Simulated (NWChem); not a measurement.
Species: CH3Be cation; SMILES [Be+][CH3]

Problem. Give the equilibrium geometry at PBE0/def2-SVP (NWChem) as an XYZ file, with the point group.

Solution. point group C3v; any orientation.
```
5

Be     0.0000     0.0000    -1.1920
C      0.0000     0.0000     0.4590
H      0.7342     0.7342     0.8379
H      0.2687    -1.0029     0.8379
H     -1.0029     0.2687     0.8379
```
